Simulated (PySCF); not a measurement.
FH3O2SeSi, SMILES O[Si](O)(F)[SeH].

The structure is a stationary point at B3LYP-D3(BJ)/def2-SVP. The structure was generated by enumeration, and PubChem lists no compound with its InChIKey, so it may never have been made. The values are those of a single conformer.

All values below come from PBE/def2-TZVP (PySCF).

| Property | Value |
|---|---|
| total energy | -2942.71102 hartree |
| highest occupied level | -6.24 eV |
| lowest empty level | -1.00 eV |
| orbital gap | 5.23 eV |
| dipole moment | 1.60 D |
| quadrupole, principal values (traceless, Buckingham form, about the centre of nuclear charge) | -6.90, -0.18, 7.09 D·Å |
| mean static polarisability | 56.8 bohr³ (8.42 Å³) |
| polarisability, principal values | 49.7, 51.9, 69.0 bohr³ |
